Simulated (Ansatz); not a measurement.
Abridged output of a molecular run in Ansatz:

```
Functional definition: HF
1154 factors; integrals over basis functions are off by at most 8.9e-4 eV
mean field evaluation 1: about -67457.5058 eV, gradient 2.7e1 eV
mean field evaluation 2: about -67457.6589 eV, gradient 2.7e1 eV
mean field evaluation 4: about -67459.7043 eV, gradient 3.2e0 eV
mean field evaluation 8: about -67459.7420 eV, gradient 2.0e-1 eV
mean field -67459.74223317 eV, -2479.0998012136 hartree, gradient 2.1e-6 eV, S^2 0.000000; 0 other end points of the search recorded, 0 dependent functions left out
11 core orbitals not correlated: weight in the atoms' cores, before any rotation towards them, 1.000 or more for the frozen orbitals, at most 0.000 for the correlated occupied ones
reference -67459.74223317 eV, -2479.0998012136 hartree; 15, 15 occupied and 168, 168 virtual orbitals, 1154 factors
second order -17.31247460 eV of doubles, -0.00000000 eV of singles
cycle   1  -17.70131777 eV  change   -3.9e-1 eV  update   8.1e-2
cycle   2  -18.15601277 eV  change   -4.5e-1 eV  update   2.3e-2
cycle   3  -18.20517617 eV  change   -4.9e-2 eV  update   8.9e-3
cycle   4  -18.20232099 eV  change    2.9e-3 eV  update   2.2e-3
cycle   5  -18.20285251 eV  change   -5.3e-4 eV  update   7.6e-4
cycle   6  -18.20270010 eV  change    1.5e-4 eV  update   2.4e-4
cycle   7  -18.20264854 eV  change    5.2e-5 eV  update   8.0e-5
cycle   8  -18.20266337 eV  change   -1.5e-5 eV  update   2.8e-5
perturbative correction -0.68150836 eV, -0.0250449704 hartree
Total energy: -67478.62640490 eV, -2479.7937817245 hartree
```

Its atoms:

Cartesian coordinates in Å:
```
C -0.237 0.942 -0.148
C 0.335 -0.428 -0.432
Se 0.743 -1.469 1.176
H -0.404 1.487 -1.082
H 0.438 1.529 0.476
H -1.195 0.870 0.373
H 1.296 -0.361 -0.945
H -0.327 -1.027 -1.057
H -0.649 -1.543 1.638
```

(1) Which basis set was used?
A. def2-TZVPPD
B. def2-SVP
C. def2-TZVPP
D. cc-pV(D+d)Z

(2) Write the keys of the input that set method, charge and spin (a neutral closed shell needs none for the last two).

Answers

(1) C. It gives 194 functions.

(2) 
```yaml
correlation: {method: ccsd_t}
```
